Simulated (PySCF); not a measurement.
Potential energy of ScF along the bond

Set-up: basis Sc def2-TZVPP, F def2-TZVPP; no relativity; PySCF 2.14. Energies in eV from Sc (3d1 4s2) + F in their ground configurations at the same level. All curves are PBE0. state 1: ³Δ (triplet), unpaired electrons σ ↑, δ ↑; state 2: ¹Σ⁺ (singlet), closed shell, a second solution, started from another occupation; state 3: Ms = 0 determinant of mixed spin (⟨S²⟩ near 1.0), unpaired electrons σ ↓, δ ↑, a second solution, started from another occupation; state 4: ³Π (triplet), unpaired electrons σ ↑, π ↑, a second solution, started from another occupation.

```
R (Å)  state 1  state 2  state 3  state 4
1.586   -5.166   -5.247   -4.840   -4.439
1.660   -5.782   -5.727   -5.462   -5.089
1.733   -6.118   -5.937   -5.804   -5.468
1.789   -6.236   -5.967   -5.925   -5.619
1.844   -6.267   -5.917   -5.959   -5.684
1.899   -6.233   -5.810   -5.927   -5.683
1.973   -6.112   -5.603   -5.810   -5.604
2.065   -5.882   -5.281   -5.582   -5.421
2.176   -5.538   -4.848   -5.240   -5.125
2.323   -5.032   -4.253   -4.735   -4.673
```

Q: Put a parabola through the three lowest points of the state 1 curve and estimate Re, k and ωe (reduced mass 13.35 u; 1 eV/Å² = 0.16022 mdyn/Å; ωe = 1302.8·√(k/μ) cm⁻¹).

A: Through R = 1.789, 1.844, 1.899 Å the second-order coefficient is 10.7 eV/Å², so Re ≈ 1.843 Å, k ≈ 3.44 mdyn/Å and ωe ≈ 662 cm⁻¹. A polynomial fit of higher order to the unrounded PBE0 energies gives Re = 1.840 Å, k = 3.48 mdyn/Å, ωe = 666 cm⁻¹; anharmonicity and rounding make the difference.

The higher-order fit for each curve: state 1: Re = 1.840 Å, ωe = 666 cm⁻¹, De = 6.27 eV; state 2: Re = 1.779 Å, ωe = 741 cm⁻¹, minimum 5.97 eV below the ground-state fragments; state 3: Re = 1.842 Å, ωe = 664 cm⁻¹, minimum 5.96 eV below the ground-state fragments; state 4: Re = 1.870 Å, ωe = 624 cm⁻¹, minimum 5.69 eV below the ground-state fragments.

The metal atom is held in its measured ground configuration; semilocal functionals can put another filling of s and d lower by some tenths of an eV, and De to that atom would be smaller. The state is the lowest single determinant that the PBE0 search found; with open d or f shells the true ground state can be another one.
